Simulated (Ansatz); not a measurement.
CH5BFGaO (`FCB[O][GaH2]`), relaxed with RKS PBE0-D4/def2-TZVP in Ansatz from a GFN2-xTB geometry. The force threshold is 0.005 eV/Å; the program also tests the step.

The species carries charge 0 and has multiplicity 1.

Start:

```xyz
10

F    -0.300    1.258    0.220
C    -1.220    0.381   -0.451
B    -0.493   -1.067   -0.523
O     0.702   -1.140    0.008
Ga    1.638    0.191    0.802
H    -1.409    0.841   -1.421
H    -2.133    0.401    0.146
H    -1.036   -1.978   -1.030
H     2.677    0.892   -0.092
H     1.573    0.223    2.341
```

```json
{"step": "1", "energy (eV)": "-58927.1487", "largest force (eV/Å)": "1.021", "largest move (Å)": "0.000"}
{"step": "2", "energy (eV)": "-58927.1997", "largest force (eV/Å)": "0.517", "largest move (Å)": "0.049"}
{"step": "3", "energy (eV)": "-58927.2224", "largest force (eV/Å)": "0.202", "largest move (Å)": "0.036"}
{"step": "4", "energy (eV)": "-58927.2270", "largest force (eV/Å)": "0.112", "largest move (Å)": "0.024"}
{"step": "5", "energy (eV)": "-58927.2275", "largest force (eV/Å)": "0.083", "largest move (Å)": "0.004"}
{"step": "6", "energy (eV)": "-58927.2277", "largest force (eV/Å)": "0.067", "largest move (Å)": "0.009"}
{"step": "7", "energy (eV)": "-58927.2280", "largest force (eV/Å)": "0.009", "largest move (Å)": "0.004"}
{"step": "8", "energy (eV)": "-58927.2280", "largest force (eV/Å)": "0.005", "largest move (Å)": "0.002"}
```

End:

```xyz
10

F    -0.247    1.270    0.242
C    -1.158    0.372   -0.426
B    -0.479   -1.065   -0.516
O     0.730   -1.218   -0.005
Ga    1.587    0.222    0.787
H    -1.361    0.830   -1.397
H    -2.076    0.394    0.166
H    -1.086   -1.963   -1.043
H     2.614    0.926   -0.150
H     1.477    0.232    2.341
```

Run time 21 s (4 threads of an Intel Xeon 6975P-C on a shared host); peak host memory 0.59 GiB.
